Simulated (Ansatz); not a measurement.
This geometry of a periodic cell of 17 atoms, Si (host Si, host structure diamond, interstitial Si) is a first-order saddle point.

Computed with Ansatz, DFT PBE-D3(BJ), scalar-relativistic, plane waves, PAW. Settings: PAW set soft_1, cutoff 420 eV, k mesh 2x2x2, gaussian smearing 0.02 eV, no spin polarisation.

```xyz
17
Lattice="0.0000 5.4300 5.4300 5.4300 0.0000 5.4300 5.4300 5.4300 0.0000" Properties=species:S:1:pos:R:3
Si 0.239 -0.240 0.238
Si 1.441 1.365 1.439
Si 2.662 2.767 0.037
Si 4.064 3.987 1.439
Si 2.820 0.087 2.818
Si 4.296 1.132 4.294
Si 5.341 2.608 2.818
Si 6.712 4.145 4.189
Si 0.039 2.767 2.660
Si 1.441 3.987 4.062
Si 2.661 5.389 2.659
Si 3.863 6.994 3.861
Si 2.820 2.608 5.340
Si 4.191 4.145 6.711
Si 5.236 5.621 5.235
Si 6.712 6.667 6.710
Si 7.481 8.807 7.479
```

Question: Which two structures does it join? (They come from a converged band through this point; their orientation in space is the band's.)

Answer: Contacts lost: Si1–Si17. Contacts made: Si12–Si17. The atom that moves furthest is Si17, by 2.36 Å; four of its nearest neighbours are Si13 2.39, Si1 2.39, Si7 2.39, Si5 2.39 Å at the first end and Si12 2.39, Si16 2.39, Si14 2.39, Si8 2.39 Å at the last.

Image 0:

```xyz
17
Lattice="0.0000 5.4300 5.4300 5.4300 0.0000 5.4300 5.4300 5.4300 0.0000" Properties=species:S:1:pos:R:3
Si -0.022 0.022 -0.029
Si 1.357 1.388 1.354
Si 2.719 2.711 -0.007
Si 4.042 4.073 1.354
Si 2.738 0.022 2.735
Si 4.073 1.357 4.068
Si 5.408 2.692 2.735
Si 6.788 4.072 4.102
Si -0.006 2.707 2.714
Si 1.358 4.072 4.031
Si 2.723 5.436 2.714
Si 4.073 6.787 4.071
Si 2.738 2.692 5.401
Si 4.104 4.071 6.784
Si 5.426 5.433 5.422
Si 6.789 6.756 6.784
Si 6.788 9.502 6.781
```

Image 6:

Only the atoms that move by more than 0.05 Å are listed.
```
Si12 4.101 6.757 4.101
Si17 8.148 8.133 8.147
```

Question: How far does it lie above each of them?

Answer: 0.30 eV above the first and 0.30 eV above the second. This is the barrier of this one path; another mechanism may lie lower. Limits of this set-up: coarse k mesh, a small cell, in which the defect meets its images.

The run took 46 min on 1 thread of Arm Neoverse V1, with other jobs on the host, peak memory 0.88 GiB.
